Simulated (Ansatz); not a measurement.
A series at Ge: from germanium tetrachloride, ligands are replaced one by one, each step taking up H–F and setting free HCl; n counts the steps. Ansatz, PBE0-D4/def2-TZVP geometries.

CBS adds triple-zeta CCSD(T) − MP2 to the MP2 limit, frozen cores; atoms without spin–orbit coupling. Outer-core shells of Ge are correlated without core-valence functions. Scalar relativity is left out up to krypton. Spin–orbit coupling is left out.

```json
{"n": "0", "molecule": "`[Cl][Ge]([Cl])([Cl])[Cl]`", "atomization energy, CCSD(T)/CBS (kJ/mol)": "1402.9"}
{"n": "1", "molecule": "`[F][Ge]([Cl])([Cl])[Cl]`", "atomization energy, CCSD(T)/CBS (kJ/mol)": "1536.5"}
{"n": "2", "molecule": "`[F][Ge]([F])([Cl])[Cl]`", "atomization energy, CCSD(T)/CBS (kJ/mol)": "1670.2"}
{"n": "3", "molecule": "`[F][Ge]([F])([F])[Cl]`", "atomization energy, CCSD(T)/CBS (kJ/mol)": "1803.1"}
{"n": "4", "molecule": "`[F][Ge]([F])([F])[F]`", "atomization energy, CCSD(T)/CBS (kJ/mol)": "?"}
```

Question: By hand: fit a straight line y = ȳ + b (n − n̄) to the 4 given rows and predict n = 4.

Answer: n̄ = 1.500, ȳ = 1603.17; Σ(n − n̄)(y − ȳ) = 667.15, Σ(n − n̄)² = 5.000, so b = 133.43 kJ/mol a step. Prediction: 1603.17 + (133.43) × (2.500) = 1936.7 kJ/mol.

Question: By hand: compare with the computed value, 1934.2 kJ/mol, and give the steps along the whole series.

Answer: The line misses by -2.5 kJ/mol (computed minus predicted). Steps: 133.6, 133.7, 132.9, 131.1 kJ/mol.

The steps differ by at most 2.6 kJ/mol, 2.0 % of a mean step, so the ligands' effects nearly add and a line is close. The miss is 0.5 % of the series' range. The energies themselves are unsure by some kJ/mol a bond, though much of that is common to the series.
